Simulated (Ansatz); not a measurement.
Compare A (`C[CH2][SbH]`•) with its isomer B (`[CH3][Sb][CH3]`•).

Calculated with Ansatz (gas phase, PBE0-D4/def2-TZVP geometries, no zero-point term in ΔE). CCSD(T)/CBS adds triple-zeta CCSD(T) − MP2 to the extrapolated MP2 energy (def2 sets, frozen cores). DFT in def2-TZVPP. B3LYP here is the variant with VWN-RPA as its local correlation; programs differ in this. Open shells (•) are unrestricted, without spin–orbit coupling. def2 core potentials past Kr. For Sb outer-core shells are correlated without core-valence functions, which leaves a few kJ/mol of doubt a bond.

Task: Which isomer does CCSD(T)/CBS put lower? Give the gap. (An estimate is asked.)

Result: Ansatz gave: B, by 7.4 kcal/mol.

Task: Give E(B) − E(A) in kcal/mol with r2SCAN-D4, B3LYP, CCSD(T)/def2-SVP, B2PLYP, PBE-D4, CCSD(T)/def2-TZVPP, PBE0-D4. (An estimate is asked.)

Result: Computed: r2SCAN-D4 -6.8, B3LYP -6.6, CCSD(T)/def2-SVP -2.0, B2PLYP -6.9, PBE-D4 -6.6, CCSD(T)/def2-TZVPP -6.4, PBE0-D4 -6.2. None reverses the order clearly.

Task: Does the order hold for the free energy at 298.15 K (harmonic terms from PBE0-D4)? (Estimate.)

Result: Ansatz gave: Yes: G(B) − G(A) = -6.9 kcal/mol.

Largest T1 diagnostic: 0.012.

At CCSD(T), def2-SVP lies +5.4 kcal/mol from the extrapolated value and def2-TZVPP +1.0 kcal/mol. From BLYP to BHLYP (50 % exact exchange), in def2-TZVPP and without D4, E(B) − E(A) moves by +1.2 kcal/mol.
